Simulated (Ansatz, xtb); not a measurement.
**Two conformers of CH10AsSi2+**

We compare I, `C[SiH2][AsH2+][SiH3]`, a singlet, with II, `C[SiH2][AsH2+][SiH3]`, a singlet. Both are isolated ions in the gas phase, relaxed with PBE0-D3(BJ)/def2-SVP.

I (Å):

```xyz
14

C    -1.2130    0.0959    2.8368
As    1.5333    1.9768    1.9676
Si   -0.8185    1.5173    1.7082
Si    3.0609    0.2071    1.4621
H    -0.6489   -0.8102    2.5701
H    -2.2859   -0.1374    2.7355
H    -1.0241    0.3462    3.8912
H    -1.4304    2.8239    2.0606
H    -0.8833    1.2242    0.2528
H     1.8154    2.4516    3.3656
H     1.9126    3.1748    1.1434
H     2.7679   -0.1039    0.0410
H     2.6614   -0.8669    2.4057
H     4.4093    0.7730    1.7095
```

II (Å):

```xyz
14

C     2.9512   -0.2776    0.7069
As    0.9833    0.3208   -2.0912
Si    2.0932    1.1460   -0.1186
Si   -0.2339    1.9029   -3.4121
H     2.2390   -1.0542    1.0224
H     3.7152   -0.7257    0.0548
H     3.4579    0.1033    1.6093
H     2.9712    2.1867   -0.7144
H     0.9432    1.7357    0.6154
H     0.0517   -0.8007   -1.7249
H     1.9726   -0.3743   -2.9843
H    -0.7953    1.1130   -4.5348
H    -1.2431    2.4336   -2.4627
H     0.8041    2.8873   -3.8056
```

Task: Estimate E(II) − E(I) at the level CCSD(T)/def2-SVP + ΔMP2/def2-TZVPP.

Result: Too close to call at this level: CCSD(T)/def2-SVP + ΔMP2/def2-TZVPP gives E(II) − E(I) = −0.014 eV.

The same difference at several levels:

```
                             level              geometry  E(II) − E(I) (eV)  departure from the last row (eV)  job, with rough time for the two
              PBE0-D3(BJ)/def2-SVP  PBE0-D3(BJ)/def2-SVP              −0.009                            +0.005                optimisation, 58 s
                       HF/def2-SVP  PBE0-D3(BJ)/def2-SVP              −0.015                            −0.001           part of the CCSD(T) run
                      MP2/def2-SVP  PBE0-D3(BJ)/def2-SVP              −0.012                            +0.002           part of the CCSD(T) run
                  CCSD(T)/def2-SVP  PBE0-D3(BJ)/def2-SVP              −0.012                            +0.003                      single point
CCSD(T)/def2-SVP + ΔMP2/def2-TZVPP  PBE0-D3(BJ)/def2-SVP              −0.014                                                  single point, 28 s
```

The largest departure from CCSD(T)/def2-SVP + ΔMP2/def2-TZVPP is that of PBE0-D3(BJ)/def2-SVP, 0.005 eV. Levels run at GFN2-xTB geometries aren't shown. The last row adds to CCSD(T) the change of the MP2 difference between the two basis sets, here −0.003 eV.

With thermal terms from frequencies at re-optimised GFN2-xTB minima (ideal gas, soft modes damped towards free rotors, one conformer each, 298.15 K, 1 atm): the zero-point term adds +0.001 eV; ΔH is −0.014 and ΔG −0.008 eV.

The correlated steps freeze 20 core orbitals; the filled d shell of As is correlated, in a basis made for valence electrons. Programs: Ansatz 0.2.0, xtb 6.7.1; the last row on 2 threads of AMD EPYC 9R45 96-Core Processor (Zen 5) on a shared host.
